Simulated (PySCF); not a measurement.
C6H8FNSi2.
Geometry (GFN2-xTB, Å), atoms numbered from 1 in this order:
```
atom  x, y, z in Å
C1     2.5600   -1.7604    1.3198
C2     1.5822   -0.9171    0.6792
C3     0.7546   -0.2187    0.1469
C4    -0.1521    0.6312   -0.5020
Si5    0.5547    1.9866   -1.6268
F6     2.1595    1.8803   -1.5072
C7    -1.4880    0.4686   -0.3179
Si8   -2.2208   -0.8821    0.7945
C9    -2.3811    1.3208   -0.9718
N10   -3.1452    2.0048   -1.4935
H11    3.1654   -1.1670    2.0055
H12    2.0706   -2.5596    1.8764
H13    3.2167   -2.1973    0.5672
H14    0.2579    1.7212   -3.0249
H15    0.2203    3.3121   -1.1353
H16   -1.8499   -2.1801    0.2268
H17   -1.6422   -0.7247    2.1298
H18   -3.6712   -0.7123    0.8217
```

Computed at PBE0/pcSseg-1 (PySCF, non-relativistic), with Q(14N) = 0.02044 b: N10, 14N (I = 1): χzz = -4.592 MHz, η = 0.022.

Question: Where would the pure quadrupole (NQR) lines of 14N at N10 fall for the rigid, isolated species?

Answer: From ν± = (3/4)|χ|(1 ± η/3) and ν0 = |χ|η/2: ν+ 3.469 MHz, ν− 3.419 MHz, ν0 0.050 MHz (nitrile nitrogen).

In a crystal, neighbours and librations shift these lines. GFN2-xTB bond lengths can be off by several hundredths of an ångström, more for odd bonds, and the gradients follow them. The basis is small and wasn't made for field gradients, so the couplings can be 20 % off.

One conformer stands for the species.
